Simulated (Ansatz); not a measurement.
`[NH2][Zn][AlH][F]` + `CNC` → `C[N](C)[AlH][F]` + `[NH2][ZnH]` at 500 K and 1 bar (cleavage of the Al–Zn bond).

Calculated with Ansatz (gas phase, PBE0-D4/def2-TZVP geometries, no zero-point term in ΔE). CBS: MP2 limit from def2 TZ/QZ plus the TZ coupled-cluster correction, frozen cores. For Zn outer-core shells are correlated without core-valence functions, which leaves a few kJ/mol of doubt a bond. Scalar relativity is left out up to krypton. Each species was taken in one conformer, which may not be the lowest.

| species | CCSD(T)/CBS energy (Eh) | H − E (kJ/mol) | S (J/(mol·K)) |
| --- | --- | --- | --- |
| `[NH2][Zn][AlH][F]` | -2176.77907 | 133.1 | 419.8 |
| `CNC` | -135.00321 | 273.8 | 313.8 |
| `C[N](C)[AlH][F]` | -476.92428 | 288.9 | 410.0 |
| `[NH2][ZnH]` | -1834.88092 | 106.3 | 294.3 |

H − E and S are ideal-gas, rigid-rotor, harmonic terms from PBE0-D4/def2-TZVP, for one conformer and one mirror image of each species. 1 Eh = 2625.50 kJ/mol, R = 8.31446 J/(mol·K).

**Question.** By hand: ΔE, ΔH, ΔS and ΔG.

**Answer.** ΔE = (-476.92428) + (-1834.88092) − (-2176.77907) − (-135.00321) = -0.02292 Eh = -60.2 kJ/mol. Δ(H − E) = 288.9 + 106.3 − 133.1 − 273.8 = -11.7, so ΔH = -71.9 kJ/mol. ΔS = 410.0 + 294.3 − 419.8 − 313.8 = -29.3 J/(mol·K). ΔG = -71.9 − 500 × (-29.3)/1000 = -57.3 kJ/mol.

**Question.** By hand: the equilibrium constant, and the temperature at which ΔG would vanish if ΔH and ΔS stayed fixed.

**Answer.** log₁₀ K = −ΔG/(RT ln 10) = 6.0. ΔG = 0 at ΔH/ΔS = 2454 K.

ΔH outweighs TΔS. A doubt of 5 kJ/mol in ΔE shifts log₁₀ K by 0.5 here. Other conformers and mirror images would add mixing entropy, several J/(mol·K) or more a flexible species. These are equilibria of isolated gas molecules and say nothing of rates. Largest T1 diagnostic: 0.016 (customary marks: 0.02 for closed shells, 0.045 for open ones).
